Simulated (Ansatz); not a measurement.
`CB(C)[SeH]` + `O[SiH3]` → `CB(C)O[SiH3]` + H₂Se at 600 K and 1 bar (ligand exchange at a B–Se bond).

Program: Ansatz. Geometries: PBE0-D4/def2-TZVP. ΔE: electronic, gas phase. CCSD(T)/CBS is the MP2 limit (def2-TZVPP, def2-QZVPP) plus CCSD(T) − MP2 in def2-TZVPP, frozen cores. For Se outer-core shells are correlated without core-valence functions, which leaves a few kJ/mol of doubt a bond. Scalar relativity is left out up to krypton. One conformer a species, not always the lowest.

```json
{"species": "`CB(C)[SeH]`", "CCSD(T)/CBS energy (Eh)": "-2505.86300", "H − E (kJ/mol)": "283.9", "S (J/(mol·K))": "430.1"}
{"species": "`O[SiH3]`", "CCSD(T)/CBS energy (Eh)": "-366.69042", "H − E (kJ/mol)": "135.7", "S (J/(mol·K))": "307.9"}
{"species": "`CB(C)O[SiH3]`", "CCSD(T)/CBS energy (Eh)": "-470.67451", "H − E (kJ/mol)": "355.9", "S (J/(mol·K))": "492.8"}
{"species": "H₂Se", "CCSD(T)/CBS energy (Eh)": "-2401.89790", "H − E (kJ/mol)": "57.0", "S (J/(mol·K))": "244.8"}
```

H − E and S are ideal-gas, rigid-rotor, harmonic terms from PBE0-D4/def2-TZVP, for one conformer and one mirror image of each species. 1 Eh = 2625.50 kJ/mol, R = 8.31446 J/(mol·K).

By hand: ΔE, ΔH, ΔS and ΔG.

ΔE = (-470.67451) + (-2401.89790) − (-2505.86300) − (-366.69042) = -0.01899 Eh = -49.9 kJ/mol. Δ(H − E) = 355.9 + 57.0 − 283.9 − 135.7 = -6.7, so ΔH = -56.6 kJ/mol. ΔS = 492.8 + 244.8 − 430.1 − 307.9 = -0.4 J/(mol·K). ΔG = -56.6 − 600 × (-0.4)/1000 = -56.4 kJ/mol.

By hand: the equilibrium constant, and the temperature at which ΔG would vanish if ΔH and ΔS stayed fixed.

log₁₀ K = −ΔG/(RT ln 10) = 4.9. ΔG = 0 at ΔH/ΔS = 141500 K, far beyond where these terms or the molecules hold.

The number of gas molecules stays the same, so ΔS is small and ΔH decides. A doubt of 5 kJ/mol in ΔE shifts log₁₀ K by 0.4 here. Other conformers and mirror images would add mixing entropy, several J/(mol·K) or more a flexible species. Modes under 60 cm⁻¹, often nearly free rotors, make the harmonic entropy too high. These are equilibria of isolated gas molecules and say nothing of rates. Largest T1 diagnostic: 0.011 (customary marks: 0.02 for closed shells, 0.045 for open ones).
